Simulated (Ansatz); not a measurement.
Stepwise reaction of `[F][Ti]([SH])([Cl])[Cl]` with hydrogen fluoride, as a gas-phase model of exchange steps in deposition or etching. ΔE in kJ/mol; ΔG adds harmonic PBE0-D4 terms to CCSD(T)/CBS, at 1 bar.

Program: Ansatz. Geometries: PBE0-D4/def2-TZVP. ΔE: electronic, gas phase. CBS: MP2 limit from def2 TZ/QZ plus the TZ coupled-cluster correction, frozen cores. This one scheme is used for every species. Functionals use def2-TZVPP. B3LYP here is the variant with VWN-RPA as its local correlation; programs differ in this. For Ti outer-core shells are correlated without core-valence functions, which leaves a few kJ/mol of doubt a bond. Scalar relativity is left out up to krypton. One conformer a species, not always the lowest.

```
step                                                          reaction  PBE-D4  B3LYP-D4  ωB97M-V  CCSD(T)/CBS  ΔG(500 K)
   1  `[F][Ti]([SH])([Cl])[Cl]` + H–F → `[F][Ti]([F])([SH])[Cl]` + HCl   -21.3     -21.1    -25.5         -9.5      -12.1
   2    `[F][Ti]([F])([SH])[Cl]` + H–F → `[F][Ti]([F])([F])[SH]` + HCl   -19.5     -19.6    -23.5         -9.2      -16.8
```

**Question.** By hand: ΔE of the 2 steps together at CCSD(T)/CBS.

**Answer.** (-9.5) + (-9.2) = -18.7 kJ/mol, or -9.3 kJ/mol a step.

In ΔE the steps differ by no more than 0.3 kJ/mol. All are downhill at CCSD(T)/CBS. ΔG lies between -16.8 and -12.1 kJ/mol a step. PBE-D4 differs from CCSD(T)/CBS by -11.8 to -10.3 kJ/mol a step. Isolated molecules leave out the surface, adducts and barriers. Largest T1 diagnostic: 0.026.
